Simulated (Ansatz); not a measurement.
Two members of one family (GaP nanocrystals, H-capped) that differ in charge, which shifts all levels, computed with Ansatz in the gas phase. Sets without diffuse functions give affinities that are too small. A dash marks a value that wasn't run or was left out as unsound. The structures are stationary points that may keep the symmetry of their start. Remarks come from the PBE and PBE0 runs and from stability tests at other levels; not every state was tested. A HOMO above zero means that the electron is unbound at that level and held by the basis, or that self-interaction error raises the level; the energy of removing that electron tells which. HOMO above LUMO (over both spins in singlets and doublets, within one spin in higher multiplets; at PBE or PBE0), or a gap under 0.15 eV within one spin, warns that the state may not be the lowest or that an electron is smeared out.

First: Ga10P10H28, cut from zinc blende (singlet, charge 0, PBE-D4/def2-SVP geometry).

```xyz
48

Ga   -1.094    4.120   -1.619
Ga    1.652   -1.008   -4.300
Ga    3.137   -2.294   -0.001
Ga   -0.640    3.234    2.278
Ga    1.653   -0.224    3.239
Ga    0.765    0.720   -0.412
Ga   -2.512    0.087   -2.304
Ga   -0.622   -2.855   -0.950
Ga   -2.107   -0.716    1.718
Ga    0.319   -3.794    2.756
P     1.602    0.797   -2.654
P     0.205    2.982    0.086
P    -2.842    2.459   -1.850
P     2.415   -0.187    0.995
P     0.396   -2.739   -3.153
P     1.126   -3.510    0.494
P     0.976    2.085    3.637
P    -2.417    1.621    2.356
P    -0.352   -1.470    3.137
P    -1.170   -0.589   -0.435
H    -1.693    5.444   -1.002
H    -0.259    4.057   -2.960
H     0.766   -0.502   -5.501
H     3.153   -1.473   -4.384
H     4.387   -2.839    0.791
H     3.161   -1.981   -1.561
H    -1.024    4.666    2.800
H     2.689   -0.630    4.352
H    -1.531    0.062   -3.554
H    -3.926   -0.610   -2.287
H    -1.906   -3.770   -1.023
H    -3.482   -1.459    1.901
H     1.535   -4.047    3.734
H    -0.998   -4.666    2.717
H     2.912    1.359   -2.538
H     0.942    1.930   -3.223
H     1.460    3.673    0.155
H    -3.721    2.976   -2.855
H    -3.741    2.599   -0.744
H     3.491    0.760    0.961
H     1.183   -3.930   -3.250
H    -0.641   -3.121   -4.062
H     1.403   -4.848    0.058
H     2.133    2.926    3.672
H     0.589    2.235    5.008
H    -2.984    1.703    3.668
H    -3.514    2.186    1.635
H    -0.872   -1.421    4.472
```

```tsv
level	HOMO (eV)	LUMO (eV)	gap (eV)	vertical EA (eV)	vertical triplet (eV)
PBE-D4/def2-SVP	-5.96	-1.97	4.00	0.60	4.17
r2SCAN-D4/def2-SVP	-6.22	-1.82	4.41	–	–
PBE0-D4/def2-SVP	-6.99	-1.22	5.76	0.30	4.93
```

Remarks: HOMO above zero (-1 doublet), gap within one spin near zero at PBE or PBE0 (-1 doublet), gap within one spin near zero at PBE or PBE0 (triplet).

Second: Ga10P11H28⁺, cut from wurtzite (singlet, charge 1, PBE-D4/def2-SVP geometry).

Cartesian coordinates in Å:
```
P 2.174 1.214 3.802
Ga 1.885 -1.034 2.762
P -2.574 -1.101 2.759
Ga -3.231 -3.229 1.646
P -1.015 2.537 2.580
Ga 1.273 3.220 2.874
Ga -1.466 0.479 1.384
P 0.587 -0.482 0.819
P -2.195 -2.721 -0.489
Ga 0.182 -2.553 -0.364
P 2.118 3.040 0.630
Ga 1.719 0.990 -0.598
P 3.749 -0.086 -1.176
P 1.099 -2.193 -2.538
Ga 3.525 -2.149 -2.552
P -2.680 1.018 -0.545
Ga -3.357 -1.011 -1.647
Ga -1.480 2.810 -1.656
P 0.402 1.512 -2.463
P -2.206 -0.813 -3.756
Ga 0.174 -0.446 -3.843
H 1.738 1.229 5.164
H 3.552 1.520 4.030
H 0.974 -1.793 3.797
H 3.347 -1.415 2.320
H -1.716 -1.289 3.886
H -3.665 -0.436 3.399
H -2.390 -4.330 2.386
H -4.792 -3.094 1.518
H -1.583 2.473 3.891
H -1.778 3.615 2.039
H 1.492 4.597 3.582
H -2.428 -3.898 -1.271
H 0.851 -3.756 0.402
H 3.523 3.293 0.709
H 1.712 4.175 -0.135
H 4.431 -0.300 0.062
H 4.613 0.892 -1.757
H 0.774 -3.385 -3.263
H 4.073 -3.294 -1.627
H 4.035 -1.689 -3.966
H -3.892 1.595 -0.048
H -4.912 -1.149 -1.796
H -0.885 3.696 -0.471
H -2.319 3.372 -2.858
H 1.212 2.414 -3.225
H -2.507 -1.972 -4.536
H -2.863 0.172 -4.558
H 0.721 -0.247 -5.301
```

Estimate the same table for the second.


```tsv
level	HOMO (eV)	LUMO (eV)	gap (eV)	vertical EA (eV)	vertical triplet (eV)
PBE-D4/def2-SVP	-8.53	-4.79	3.74	3.40	3.98
r2SCAN-D4/def2-SVP	-8.79	-4.68	4.11	–	–
PBE0-D4/def2-SVP	-9.54	-4.09	5.45	3.18	4.76
```

Remarks: gap within one spin near zero at PBE or PBE0 (neutral doublet), gap within one spin near zero at PBE or PBE0 (triplet).
